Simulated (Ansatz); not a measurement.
Reaction (ligand exchange at a Ga–O bond): `C[SiH2][O][GaH2]` + `[SiH3]N[SiH3]` → `[SiH3][N]([SiH3])[GaH2]` + `C[SiH2]O`

Calculated with Ansatz (gas phase, PBE0-D4/def2-TZVP geometries, no zero-point term in ΔE). CCSD(T)/CBS is the MP2 limit (def2-TZVPP, def2-QZVPP) plus CCSD(T) − MP2 in def2-TZVPP, frozen cores. This one scheme is used for every species. Functionals use def2-TZVPP. HSE06 is defined as in plane-wave codes. For Ga outer-core shells are correlated without core-valence functions, which leaves a few kJ/mol of doubt a bond. Scalar relativity is left out up to krypton. One conformer a species, not always the lowest.

Q: Is it downhill or uphill in electronic energy at CCSD(T)/CBS, and by how much? (Best estimate.)

A: The calculation gave: Uphill: ΔE = +16.1 kJ/mol.

Q: What do these levels give: HSE06-D4, BHLYP-D4, PBE-QIDH, r2SCAN, RPA@PBE/def2-TZVPP, CCSD(T)/def2-TZVPP? (Best estimate.)

A: The calculation gave: HSE06-D4 18.0, BHLYP-D4 26.1, PBE-QIDH 19.7, r2SCAN 22.4, RPA@PBE/def2-TZVPP 18.7, CCSD(T)/def2-TZVPP 18.8 kJ/mol.

Largest T1 diagnostic among the species: 0.014.

The D4 term adds −6.1 kJ/mol with B3LYP and −3.1 kJ/mol with PBE0; it sums over pairs of atoms, weighted by their polarisabilities, and B3LYP, whose exchange is more repulsive, gets the larger term. Leaving LDA and LC-ωPBE aside and taking each functional with its dispersion term where it has one, the values, not all of them listed here, spread over 11.9 kJ/mol, from revPBE-D4 to CAM-B3LYP-D4. LDA lies −6.8 kJ/mol from PBE without D4. In def2-TZVPP, CCSD(T) changes the Hartree–Fock value by −21.7 kJ/mol (the triples alone add −3.3 kJ/mol) and MP2 by −23.4 kJ/mol.

B3LYP here is the variant with VWN-RPA as its local correlation; programs differ in this.
